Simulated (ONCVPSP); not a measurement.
## Plane-wave convergence, ONCV potential for cadmium (Cd)

Cd, optimised norm-conserving Vanderbilt (ONCV), made with ONCVPSP 4.0.1 (LDA (Perdew-Wang 92), fully relativistic). Core [Ar] 3d10, reference 4s2 4p6 4d10 5s1.75 5p0.25. Waves: 4s+5s: rc 1.55 bohr, ncon 4, nbas 7, qcut 8.5 1/bohr, 2 projectors; 4p+5p: rc 1.65 bohr, ncon 4, nbas 8, qcut 8.3 1/bohr, 3 projectors, debl 2.6 Ha; 4d: rc 1.20 bohr, ncon 3, nbas 7, qcut 8.2 1/bohr, 1 projector; f scattering state at 0.05 Ha: rc 1.75 bohr, ncon 3, nbas 7, qcut 6.1 1/bohr, 2 projectors, debl 1.3 Ha. Local part: polynomial inside 1.05 bohr (lpopt 5, dvloc0 6 Ha). Core correction: none.

Open shells are filled in proportion to 2j + 1.

For each optimised wave give the share of its norm inside rc, the residual kinetic energy above qcut (Ha) and the cutoffs (Ha) for errors of 10, 1, 0.1 and 0.01 mHa per electron.

| wave | norm inside rc | residual KE | 10 mHa | 1 mHa | 0.1 mHa | 0.01 mHa |
| --- | --- | --- | --- | --- | --- | --- |
| 4s | 0.973 | 8.4e-07 | 17.5 | 24.0 | 28.7 | 32.2 |
| 5s | 0.075 | 2.3e-06 | 12.7 | 22.7 | 28.8 | 33.2 |
| 4p j=3/2 | 0.956 | 4.3e-08 | 16.7 | 21.3 | 25.1 | 28.6 |
| 5p j=3/2 | 0.024 | 1.1e-07 | 10.2 | 15.3 | 19.5 | 22.9 |
| p projector 3 j=3/2 | 0.159 | 7.0e-06 | 15.3 | 19.5 | 23.2 | 33.4 |
| 4p j=1/2 | 0.965 | 2.0e-07 | 17.8 | 22.5 | 26.4 | 29.7 |
| 5p j=1/2 | 0.029 | 8.2e-08 | 11.2 | 16.6 | 21.2 | 24.8 |
| p projector 3 j=1/2 | 0.171 | 5.0e-06 | 16.4 | 20.9 | 24.1 | 30.7 |
| 4d j=5/2 | 0.513 | 8.2e-04 | 26.4 | 33.4 | 111.2 | 180.2 |
| 4d j=3/2 | 0.527 | 9.4e-04 | 26.7 | 33.9 | 115.2 | 185.0 |
| f projector 1 j=7/2 | 0.000 | 5.8e-09 | 0.0 | 0.1 | 0.3 | 0.9 |
| f projector 2 j=7/2 | 0.208 | 6.5e-03 | 17.6 | 28.9 | 69.7 | 87.3 |
| f projector 1 j=5/2 | 0.000 | 5.8e-09 | 0.0 | 0.1 | 0.3 | 0.9 |
| f projector 2 j=5/2 | 0.209 | 6.6e-03 | 17.6 | 29.0 | 70.3 | 87.5 |

The occupied waves need 34 Ha and 115 Ha for 1 and 0.1 mHa. Rows with under 1 % of the norm inside rc give no meaningful cutoff. 1 of 4 tests not solved or not reliable.
